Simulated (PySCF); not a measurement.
# NiF⁻: one state, many levels of theory

State: triplet, unpaired electrons σ ↑, π ↑. Set-up: PySCF, no relativity, basis sets Ni def2-TZVPPD, F def2-TZVPPD. De refers to Ni (3d8 4s2) + F⁻ in their high-spin ground configurations, without counterpoise correction. The functionals are run spin-unrestricted. A positive dipole points towards F; it is taken about the centre of mass and depends on that origin. Levels whose curve was spin-contaminated or gave no clean fit are not listed.

| Level | Re (Å) | ωe (cm⁻¹) | De (eV) | μ (D) |
| --- | --- | --- | --- | --- |
| PBE | 1.835 | 488 | n/a | 0.31 |
| PW91 | 1.833 | 491 | n/a | 0.25 |
| r²SCAN | 1.823 | 512 | n/a | 0.45 |
| PBE0 | 1.831 | 497 | n/a | 0.19 |
| M06 | 1.828 | 501 | n/a | 0.02 |
| MN15 | 1.821 | 519 | n/a | 0.02 |
| CAM-B3LYP | 1.833 | 500 | n/a | -0.03 |

(1) What does a quarter of exact exchange do here, going from PBE to PBE0?

(2) What does the step from GGA to meta-GGA do here, going from PBE to r²SCAN?

De is left out where the level can put another filling of the metal’s s and d shells below the measured ground configuration, by anything from nothing to about 1 eV. The highest Kohn–Sham level is positive in this anion. Much of that is self-interaction error, but it also means that the finite basis helps to hold the extra electron. With d or f electrons several states lie close, and the lowest PBE0 determinant need not be the measured ground state.

The whole job (state search and all levels along the bond) took about 21 min on 2 threads of Arm Neoverse V1 (shared host), peak memory 3.1 GiB.

Results:

(1) PBE0 less PBE: -0.4 pm in Re, +1.8 % in ωe. Exact exchange removes part of the self-interaction that spreads semilocal densities, and in most molecules shortens and stiffens the bond and lowers De; so it does here.

(2) r²SCAN less PBE: -1.2 pm in Re, +4.9 % in ωe.
